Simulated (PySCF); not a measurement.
SMILES C=Cc1ccc([Si](Cl)(Cl)Cl)cc1 at its GFN2-xTB optimised geometry (Å):

```
19

C      2.8275     2.9229     0.0083
C      1.5114     2.7455     0.0064
C      0.8048     1.4710     0.0029
C      1.4549     0.2354     0.0017
C      0.7375    -0.9416     0.0000
C     -0.6591    -0.9416     0.0000
Si    -1.6208    -2.5663    -0.0283
Cl    -0.7410    -3.9096     1.2048
Cl    -1.6444    -3.3348    -1.9037
Cl    -3.5280    -2.2670     0.5768
C     -1.3077     0.2934     0.0000
C     -0.5915     1.4721     0.0020
H      3.5280     2.1056     0.0074
H      3.2576     3.9096     0.0112
H      0.8655     3.6152     0.0078
H      2.5328     0.1929     0.0028
H      1.2674    -1.8829     0.0018
H     -2.3868     0.3286     0.0017
H     -1.1199     2.4150     0.0035
```

Computed with PBE/def2-SVP (PySCF). Cells within 0.4 Å of a nucleus heavier than hydrogen are left out (blank, or x).

Map of the deformation density (molecule minus spherical neutral atoms) (e/bohr³) on the plane z = 0.6 Å:

```
|4444444444444444444444444|
|4444444444444444444444444|
|4444444444444444444444444|
|4444444444444444443344444|
|4444444444444333235434444|
|4444444444443464336534444|
|4444444443333342971234444|
|4444444443532122754634444|
|4444444434633254124534444|
|4444444432228411123344444|
|4444444333943275233444444|
|4444443461520052443444444|
|4444443452520152553444444|
|4444444323833385234444444|
|4444454323338312234444444|
|4444475435843264344444444|
|44434x5733632343344444444|
|44436x5932433333444444444|
|4444675536954444444444444|
|4444544348965544444444444|
|4444444445676544444444444|
|4444444445665544444444444|
|4444444445554444444444444|
|4444444444444444444444444|
|4444444444444444444444444|
```
Scale: ten equal steps from -0.019 (start of '0') to 0.020 (end of '9'), in the order '0123456789'; x runs from -6.00 to 6.00, y from -6.00 (bottom) to 6.00 (top).
